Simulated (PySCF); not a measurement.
Ge(F)2(Br)(NH2) (BrF2GeH2N), SMILES [NH2][Ge]([F])([F])[Br]. Geometry: B3LYP-D3(BJ)/def2-SVP. The structure was generated by enumeration, and PubChem lists no compound with its InChIKey, so it may never have been made. One conformer was computed; it need not be the lowest.

Computed equilibrium geometry at B3LYP-D3(BJ)/def2-SVP (PySCF confirms it by a frequency run) as a Z-matrix, and its point group (one conformer of several):
point group Cs.
```
Ge
F 1 1.7253
F 1 1.7253 2 107.46
N 1 1.8026 2 107.87 3 116.06
H 4 1.0188 1 114.50 2 -173.76
H 4 1.0188 5 109.94 1 130.55
Br 1 2.2976 2 107.02 3 -114.66
```
Charge 0, spin multiplicity 1.
